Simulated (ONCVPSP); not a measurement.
**Reading a pseudo-wave (N (Z = 7))**

Columns: radius, all-electron u(r) and pseudo u(r) of the 2p shell (level -7.09 eV) of nitrogen in the configuration [He] 2s2 2p3; PBE, scalar-relativistic, ONCV scheme, ONCVPSP 4.0.1.

```
r (bohr)  all-electron  pseudo
   0.128        0.1091  0.0305
   0.255        0.2956  0.1161
   0.382        0.4679  0.2432
   0.510        0.6017  0.3940
   0.638        0.6948  0.5459
   0.765        0.7508  0.6783
   0.893        0.7769  0.7785
   1.020        0.7797  0.8372
   1.148        0.7659  0.8555
   1.275        0.7409  0.8390
   1.402        0.7086  0.7975
   1.530        0.6715  0.7409
   1.658        0.6321  0.6788
   1.785        0.5923  0.6190
   1.912        0.5526  0.5651
   2.040        0.5137  0.5181
   2.168        0.4763  0.4773
   2.295        0.4410  0.4411
   2.422        0.4076  0.4076
   2.550        0.3760  0.3760
   2.678        0.3464  0.3464
   2.805        0.3191  0.3191
   2.932        0.2938  0.2938
   3.060        0.2701  0.2701
   3.188        0.2482  0.2482
   3.315        0.2281  0.2280
```

(1) How many radial nodes do the two functions have?

(2) At about which radius was the pseudo-wave matched?

(3) Is the pseudo-wave norm-conserving?

Results:

(1) The all-electron 2p function has n − l − 1 = 0; the pseudo-wave has 0.

(2) 2.55 bohr. The columns agree to 0.0005 from 2.29 bohr on; several derivatives are matched, so the curves merge somewhat inside the radius.

(3) Yes: the ONCV scheme keeps the norm inside the radius equal to the all-electron one, which fixes the energy derivative of the logarithmic derivative at the level.
